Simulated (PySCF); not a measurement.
Gas-phase equilibrium of 1 mol H₂O, 9 mol O₂ at 1400 K and 0.133 bar, among 9 species (O₂, O, HO₂, H₂O, H, H₂O₂, O₃, H₂, OH). Only gases are allowed; each row takes one source of thermochemistry for all species, and Cantera finds the minimum.

Computed with PySCF and rigid-rotor harmonic-oscillator thermochemistry at 1 bar. Table values come from the NASA 1993 polynomials. † marks an energy on the PBE0/def2-TZVP geometry and frequencies; other levels use their own. CCSD(T) freezes the core. 6-31G* has spherical d functions here. Open shells (unrestricted) among the columns below: O₂ (multiplicity 3), O (multiplicity 3, electronic degeneracy 9), OH (multiplicity 2, electronic degeneracy 4); the rest are closed-shell singlets. Spin-orbit splitting is ignored; it lowers the true energy and changes the entropy of O, OH. B3LYP is the form with VWN-RPA correlation. CCSD(T) isn't extrapolated to the basis-set limit. The harmonic model lacks anharmonicity and excited electronic states, which grow with temperature; levels with a mode under 35 cm⁻¹ are left out. The table's entry may be an old estimate for OH (not checked at source).

Molecules larger than those listed are left out.

With table thermochemistry: O₂ 0.90, H₂O 0.100, OH 7.3e-5, H₂ 1.3e-7, O 2.5e-6.

Q: How far does the composition move with the other sources (B3LYP/6-31G*, CCSD(T)/def2-SVP†, CCSD(T)/def2-TZVPP†, r2SCAN/def2-TZVP†, LDA/def2-TZVP†, ωB97M-V/def2-TZVP†)?

A: 
```csv
thermochemistry,x O₂,x H₂O,x OH,x H₂,x O
table,0.90,0.100,7.3e-5,1.3e-7,2.5e-6
B3LYP/6-31G*,0.90,0.100,0.00014,5.2e-5,1.4e-6
CCSD(T)/def2-SVP†,0.90,0.100,0.00021,2.3e-6,2.4e-5
CCSD(T)/def2-TZVPP†,0.90,0.100,0.00015,2.4e-7,9.6e-6
r2SCAN/def2-TZVP†,0.90,0.100,0.00011,2.8e-6,5.2e-7
LDA/def2-TZVP†,0.90,0.100,7.5e-7,1.6e-7,1.5e-10
ωB97M-V/def2-TZVP†,0.90,0.100,1.0e-4,5.9e-7,1.7e-6
```
The most sensitive of these is O: it spans a factor of 10^5.2 over these rows; at this temperature one factor of ten is RT ln 10 = 27 kJ/mol.
